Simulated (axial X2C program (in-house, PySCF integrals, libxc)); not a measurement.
## Outer orbitals of SBr at 2.128 Å, r2SCAN0

All values were computed with an in-house relativistic program for diatomic molecules. Spin-free means the one-electron spin-free X2C Hamiltonian; two-component (2c) means X2C with spin–orbit coupling and atomic mean-field two-electron Coulomb and Gaunt terms, so the difference of the two also holds small scalar two-electron terms. Basis: Br dyall-cv3z [8s9p6d4f1g], S dyall-av3z [9s8p3d2f] (cores contracted in-house); Gaussian nuclei, density fitting, unrestricted open shells. Masses: Br 78.918 u, S 31.972 u.

The distance is close to the 2c PBE0 minimum; the highest filled and lowest empty levels are listed.

Spin-free orbitals, state M_S = 1/2, Λ = 1 (beyond evenly filled blocks: π+α, π+β, π-α) (Löwdin shares):

| symmetry | occupied | ε (eV) | atomic character |
| --- | --- | --- | --- |
| σα | yes | -24.85 | 58% Br s, 23% S s, 9% S p |
| σβ | yes | -24.52 | 61% Br s, 19% S s, 10% S p |
| σα | yes | -19.84 | 61% S s, 19% Br s, 12% Br p |
| σβ | yes | -18.75 | 62% S s, 16% Br s, 15% Br p |
| σα | yes | -11.86 | 46% Br p, 41% S p, 8% S s |
| σβ | yes | -11.59 | 45% Br p, 40% S p, 10% S s |
| π+α | yes | -10.80 | 57% Br p, 37% S p, 3% S d |
| π-α | yes | -10.80 | 57% Br p, 37% S p, 3% S d |
| π+β | yes | -10.36 | 67% Br p, 26% S p, 4% S d |
| π-β | yes | -9.99 | 72% Br p, 20% S p, 5% S d |
| π+α | yes | -7.89 | 60% S p, 32% Br p, 3% S d |
| π-α | yes | -7.89 | 60% S p, 32% Br p, 3% S d |
| π+β | yes | -6.92 | 70% S p, 23% Br p, 3% Br d |
| π-β | no | -4.68 | 76% S p, 17% Br p, 4% Br d |
| σα | no | -2.11 | 40% S p, 28% Br p, 11% S d |
| σβ | no | -1.79 | 40% S p, 27% Br p, 12% Br d |
| σα | no | 1.05 | 81% S s, 6% S p, 5% S d |

Spinors with spin–orbit coupling (state Ω = 3/2):

```tsv
ω	occupied	ε (eV)	atomic character	λ mixture
1/2	yes	-24.86	58% Br s, 23% S s, 9% S p	100% σ
-1/2	yes	-24.53	61% Br s, 19% S s, 10% S p	100% σ
1/2	yes	-19.82	62% S s, 19% Br s, 12% Br p	100% σ
-1/2	yes	-18.74	62% S s, 16% Br s, 15% Br p	100% σ
1/2	yes	-11.87	47% Br p, 40% S p, 8% S s	99% σ, 1% π
-1/2	yes	-11.61	46% Br p, 39% S p, 10% S s	96% σ, 4% π
-1/2	yes	-10.89	59% Br p, 35% S p, 3% S d	96% π, 4% σ
3/2	yes	-10.69	56% Br p, 38% S p, 3% S d	100% π
1/2	yes	-10.48	68% Br p, 25% S p, 4% S d	99% π, 1% σ
-3/2	yes	-9.86	71% Br p, 21% S p, 5% S d	100% π
-1/2	yes	-7.96	63% S p, 30% Br p, 3% S d	100% π
3/2	yes	-7.79	59% S p, 34% Br p, 3% S d	100% π
1/2	yes	-6.97	72% S p, 21% Br p, 3% Br d	100% π
-3/2	no	-4.61	75% S p, 18% Br p, 4% Br d	100% π
1/2	no	-2.10	40% S p, 28% Br p, 11% S d	100% σ
-1/2	no	-1.78	40% S p, 26% Br p, 12% Br d	100% σ
1/2	no	1.05	80% S s, 6% S p, 5% S d	100% σ
```

(1) How does the gap between the highest filled and lowest empty level change from the spin-free to the 2c table?

Mulliken charges and populations of the two-component result (they depend on the basis, above all on diffuse functions):

Br 0.06 e (s 7.97 p 16.89 d 10.07 f 0.01), S -0.06 e (s 5.96 p 10.00 d 0.09 f 0.01). ⟨Lz⟩ = 1.00 ħ and ⟨Sz⟩ = 0.50 ħ (0.10 and 0.40 on the two atoms), which add up to Ω.

The state is one determinant whose occupation by symmetry is held fixed; it was picked as the lowest of a PBE0 search that is not exhaustive. Density functionals use the spin component along the axis (collinear). The functionals have no current-density term, which raises determinants with orbital currents, atoms included.

## Answers

(1) From 2.24 to 2.36 eV at r2SCAN0, a change of 0.12 eV.
